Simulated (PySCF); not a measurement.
The same groups moved round the core (silole fluoro). Isolated molecules, 0 K electronic values unless said otherwise. Strings in code marks are SMILES.

The HOMO from two functionals at the same geometries (PBE0-D3(BJ)/def2-TZVP), both in PySCF: PBE-D3(BJ)/def2-TZVP and PBE0-D3(BJ)/def2-TZVP. 

```json
[
 {"species": "`C1([SiH2]C=CC=1)F`", "PBE-D3(BJ)/def2-TZVP (eV)": "-5.66"},
 {"species": "`FC1=C[SiH2]C=C1`", "PBE-D3(BJ)/def2-TZVP (eV)": "-5.94"},
 {"species": "`F[SiH]1C=CC=C1`", "PBE-D3(BJ)/def2-TZVP (eV)": "-6.06"}
]
```

### Question
What does PBE0-D3(BJ)/def2-TZVP give for each?

### Answer

- `C1([SiH2]C=CC=1)F`: -6.71
- `FC1=C[SiH2]C=C1`: -7.00
- `F[SiH]1C=CC=C1`: -7.08
Over these rows, drawn at random from the members with no instability flagged (it was tested for open shells, ions and some series alone), PBE minus PBE0-D3(BJ): mean +1.05 eV, from +1.02 eV to +1.07 eV.
